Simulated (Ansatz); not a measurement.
`CO[Si]C` + NH₃ → `C[Si]N` + CH₃OH at 600 K and 1 bar (ligand exchange at the Si–O bond).

Isolated molecules relaxed with PBE0-D4/def2-TZVP in Ansatz; ΔE leaves out vibrations. CCSD(T)/CBS adds triple-zeta CCSD(T) − MP2 to the extrapolated MP2 energy (def2 sets, frozen cores). This one scheme is used for every species. Each species was taken in one conformer, which may not be the lowest.

| species | CCSD(T)/CBS energy (Eh) | H − E (kJ/mol) | S (J/(mol·K)) |
| --- | --- | --- | --- |
| `CO[Si]C` | -443.95718 | 258.8 | 408.3 |
| NH₃ | -56.50880 | 112.4 | 219.5 |
| `C[Si]N` | -384.84019 | 208.0 | 361.9 |
| CH₃OH | -115.61712 | 163.6 | 277.3 |

H − E and S are ideal-gas, rigid-rotor, harmonic terms from PBE0-D4/def2-TZVP, for one conformer and one mirror image of each species. 1 Eh = 2625.50 kJ/mol, R = 8.31446 J/(mol·K).

**Question.** By hand: ΔE, ΔH, ΔS and ΔG.

**Answer.** ΔE = (-384.84019) + (-115.61712) − (-443.95718) − (-56.50880) = 0.00867 Eh = 22.8 kJ/mol. Δ(H − E) = 208.0 + 163.6 − 258.8 − 112.4 = 0.4, so ΔH = 23.2 kJ/mol. ΔS = 361.9 + 277.3 − 408.3 − 219.5 = 11.4 J/(mol·K). ΔG = 23.2 − 600 × (11.4)/1000 = 16.4 kJ/mol.

**Question.** By hand: the equilibrium constant, and the temperature at which ΔG would vanish if ΔH and ΔS stayed fixed.

**Answer.** log₁₀ K = −ΔG/(RT ln 10) = -1.4. ΔG = 0 at ΔH/ΔS = 2035 K, though so small a ΔS makes that figure unsure.

The number of gas molecules stays the same, so ΔS is small and ΔH decides. A doubt of 5 kJ/mol in ΔE shifts log₁₀ K by 0.4 here. Other conformers and mirror images would add mixing entropy, several J/(mol·K) or more a flexible species. Modes under 60 cm⁻¹, often nearly free rotors, make the harmonic entropy too high. These are equilibria of isolated gas molecules and say nothing of rates. Largest T1 diagnostic: 0.014 (customary marks: 0.02 for closed shells, 0.045 for open ones).
